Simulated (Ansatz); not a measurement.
BSiH$_{6}$BrO, singlet: at the start structure of a reaction step.

The input file, in.yaml:

```yaml
crystal:
  periodic: [false, false, false]
  atoms:
    - {symbol: B, position_ang: [0.008125, -1.365584, 0.287576]}
    - {symbol: Br, position_ang: [1.986982, -1.622793, 0.553508]}
    - {symbol: H, position_ang: [-0.500628, -2.322917, -0.213359]}
    - {symbol: H, position_ang: [-0.516039, -0.902595, 1.270097]}
    - {symbol: H, position_ang: [0.616928, -0.242915, -1.430711]}
    - {symbol: O, position_ang: [-0.090098, -0.161438, -0.777017]}
    - {symbol: Si, position_ang: [-0.326144, 1.367831, -0.034567]}
    - {symbol: H, position_ang: [0.627483, 1.534254, 1.077111]}
    - {symbol: H, position_ang: [-0.071094, 2.337280, -1.125689]}
    - {symbol: H, position_ang: [-1.735713, 1.378677, 0.393152]}
basis:
  gaussian: {orbitals: def2-SVP}
correlation: {method: ccsd_t}
```

Command:

```bash
ansatz run in.yaml --threads 8 --pin off --events-out ev --progress --plain --max-ram 19148MiB
```

What Ansatz 0.2.0 printed:

```
Functional definition: HF
  name "HF"
  cite "Fock, Z. Phys. 61, 126 (1930) doi:10.1007/BF01340294"
  parent pbe
  exchange = exact_x
  correlation = 0
1049 factors; integrals over basis functions are off by at most 1.2e-3 eV
mean field evaluation 1: about -80651.4891 eV, gradient 2.5e1 eV
mean field evaluation 2: about -80651.5205 eV, gradient 2.5e1 eV
mean field evaluation 4: about -80653.4339 eV, gradient 3.5e0 eV
mean field evaluation 8: about -80653.4686 eV, gradient 1.8e-1 eV
mean field evaluation 16: about -80653.4289 eV, gradient 5.6e-1 eV
mean field -80653.46875174 eV, -2963.9603077417 hartree, gradient 6.8e-6 eV, S^2 0.000000; 0 other end points of the search recorded, 0 dependent functions left out
16 core orbitals not correlated: weight in the atoms' cores, before any rotation towards them, 1.000 or more for the frozen orbitals, at most 0.000 for the correlated occupied ones
reference -80653.46875174 eV, -2963.9603077417 hartree; 18, 18 occupied and 74, 74 virtual orbitals, 1049 factors
second order -17.06906213 eV of doubles, -0.00000000 eV of singles
cycle   1  -17.68318028 eV  change   -6.1e-1 eV  update   8.7e-2
cycle   2  -18.15736793 eV  change   -4.7e-1 eV  update   2.5e-2
cycle   3  -18.22379475 eV  change   -6.6e-2 eV  update   1.1e-2
cycle   4  -18.21573294 eV  change    8.1e-3 eV  update   2.3e-3
cycle   5  -18.21675598 eV  change   -1.0e-3 eV  update   8.3e-4
cycle   6  -18.21677725 eV  change   -2.1e-5 eV  update   2.5e-4
cycle   7  -18.21660976 eV  change    1.7e-4 eV  update   8.7e-5
cycle   8  -18.21661055 eV  change   -7.9e-7 eV  update   3.0e-5
perturbative correction -0.40586614 eV, -0.0149153057 hartree
Total energy: -80672.09122843 eV, -2964.6446711376 hartree
```

The run took about 2.8 s on 8 CPU threads of an Arm Neoverse V2 (shared host).
